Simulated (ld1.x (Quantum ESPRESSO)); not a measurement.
Pseudopotential generation for P (Z = 15): TM, PBE, scalar-relativistic.

ld1.x (Quantum ESPRESSO) 7.5 was run on this input:

```
&input
   title='P', zed=15., rel=1, dft='PBE', iswitch=3,
   config='[Ne] 3s2 3p3',
   nld=2, rlderiv=1.70, eminld=-3.0, emaxld=5.0, deld=0.02
 /
 &inputp
   pseudotype=2, tm=.true., lloc=1,
   nlcc=.false.,
   file_pseudopw='P.UPF', file_wfcaegen='ae.wfc', file_wfcncgen='nc.wfc', file_beta='beta', file_chi='chi'
 /
2
3S  1  0   2.00   0.00  1.40  1.40  0.0
3P  2  1   3.00   0.00  1.55  1.55  0.0
 &test
   configts(1)='3s2 3p3'
 /
```

Command:

```bash
ld1.x < P.in > P.out
```

The program printed (shortened: banner, matrices, multipoles, cross overlaps and the repeated all-electron block are left out):

```
Program LD1 v.7.5
     --------------------------- All-electron run ----------------------------

     P
     scalar relativistic calculation

     atomic number is 15.00
     dft =PBE   lsd =0 sic =0 latt =0  beta=0.20 tr2=1.0E-14
     Exchange-correlation= PBE
                           (   1   4   3   4   0   0   0)
     mesh =1147 r(mesh) = 101.18493 a.u. xmin = -7.00 dx = 0.01250
     1 Ry =  13.60569312 eV, c = 137.03599908

     n l     nl                  e(Ry)          e(Ha)          e(eV)
     1 0     1S 1( 2.00)      -153.1838       -76.5919     -2084.1715
     2 0     2S 1( 2.00)       -12.7881        -6.3941      -173.9915
     2 1     2P 1( 6.00)        -9.1501        -4.5751      -124.4937
     3 0     3S 1( 2.00)        -1.0267        -0.5134       -13.9693
     3 1     3P 1( 3.00)        -0.4047        -0.2024        -5.5068

     final scf error:  4.8E-15 reached in  24 iterations

     Etot =    -683.805637 Ry,    -341.902819 Ha,   -9303.649659 eV

     Ekin =     685.944790 Ry,     342.972395 Ha,    9332.754317 eV
     Encl =   -1630.856241 Ry,    -815.428120 Ha,  -22188.929541 eV
     Eh   =     307.091979 Ry,     153.545990 Ha,    4178.199233 eV
     Exc  =     -45.986166 Ry,     -22.993083 Ha,    -625.673669 eV

     normalization and overlap integrals

     s(1S/1S) =  1.000000  <r> =   0.1036  <r2> =    0.0144  r(max) =   0.0675
     s(2S/2S) =  1.000000  <r> =   0.5197  <r2> =    0.3221  r(max) =   0.4187
     s(2P/2P) =  1.000000  <r> =   0.4853  <r2> =    0.2957  r(max) =   0.3559
     s(3S/3S) =  1.000000  <r> =   1.8959  <r2> =    4.1855  r(max) =   1.5753
     s(3P/3P) =  1.000000  <r> =   2.3728  <r2> =    6.7870  r(max) =   1.8302

     ------------------------ End of All-electron run ------------------------

     --------------------- Generating NC pseudopotential ---------------------

      Generating local pot.: lloc=1, matching radius rcloc =   1.5500

      Wfc   3S  rcut= 1.408  Using Troullier-Martins method

     ------------------- End of pseudopotential generation -------------------

     Computing logarithmic derivative in   1.70868
     Computing logarithmic derivative in   1.70868
     Computing the partial wave expansion
     R is outside the sphere for l=    0 j= 0.00
       no projector for channel:   1

     ---------------------- Testing the pseudopotential ----------------------

     P
     scalar relativistic calculation

     atomic number is 15.00   valence charge is  5.00
     dft =PBE   lsd =0 sic =0 latt =0  beta=0.20 tr2=1.0E-14
     mesh =1147 r(mesh) = 101.18493 xmin = -7.00 dx = 0.01250

     n l     nl             e AE (Ry)        e PS (Ry)    De AE-PS (Ry)
     1 0     3S   1( 2.00)       -1.02672       -1.02673        0.00001
     2 1     3P   1( 3.00)       -0.40475       -0.40474       -0.00000

     eps = 5.4E-15  iter = 12

     Etot =    -683.805637 Ry,    -341.902819 Ha,   -9303.649659 eV
     Etotps =   -12.803404 Ry,      -6.401702 Ha,    -174.199184 eV

     Ekin =       4.527480 Ry,       2.263740 Ha,      61.599502 eV
     Encl =     -25.202259 Ry,     -12.601129 Ha,    -342.894199 eV
     Ehrt =      10.400606 Ry,       5.200303 Ha,     141.507452 eV
     Ecxc =      -2.958479 Ry,      -1.479239 Ha,     -40.252152 eV
     Epseu=       0.429248 Ry,       0.214624 Ha,       5.840213 eV

     ---------------------- End of pseudopotential test ----------------------
```

Generation and configuration tests took about 4.5 s on one core of a shared server CPU.
